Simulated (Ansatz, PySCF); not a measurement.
Reaction 2 R1 → P1, each structure at its B3LYP-D3(BJ)/def2-SVP stationary point, reached from a drawn start (curvature not checked).
R1: Cl3In (SMILES [Cl][In]([Cl])[Cl]), charge 0, multiplicity 1.
P1: Cl6In2 (SMILES [Cl][In-]1([Cl])[Cl+][In-]([Cl])([Cl])[Cl+]1), charge 0, multiplicity 1.

P less R. No zero-point or thermal terms; no spin–orbit coupling.

Frozen-core correlation throughout. In cc and def2 sets filled d and f shells under p-block atoms count as core.

Codes used: Ansatz (an electronic-structure program) with Gaussian orbitals; PySCF for the D3/D4 terms. Each number belongs to the level named beside it. Elements past Kr take the def2 small-core potentials, without spin–orbit coupling.

```json
[
 {"level": "HF/def2-SVP", "reaction energy (kcal/mol)": "-27.94"},
 {"level": "PBE/def2-TZVPP", "reaction energy (kcal/mol)": "-23.97"},
 {"level": "r2SCAN/def2-TZVPP", "reaction energy (kcal/mol)": "-29.49"},
 {"level": "r2SCAN-D4/def2-TZVPP", "reaction energy (kcal/mol)": "-30.75"},
 {"level": "B3LYP-D4/def2-TZVPP", "reaction energy (kcal/mol)": "-28.42"},
 {"level": "wB97M-V/def2-TZVPP", "reaction energy (kcal/mol)": "-30.50"},
 {"level": "SCS-MP2/def2-SVP", "reaction energy (kcal/mol)": "…"},
 {"level": "CCSD/def2-SVP", "reaction energy (kcal/mol)": "…"},
 {"level": "CCSD(T)/def2-SVP", "reaction energy (kcal/mol)": "…"}
]
```

**Question.** Fill in the missing entries.

**Answer.** 
- SCS-MP2/def2-SVP, reaction energy (kcal/mol): -34.42
- CCSD/def2-SVP, reaction energy (kcal/mol): -34.23
- CCSD(T)/def2-SVP, reaction energy (kcal/mol): -34.95
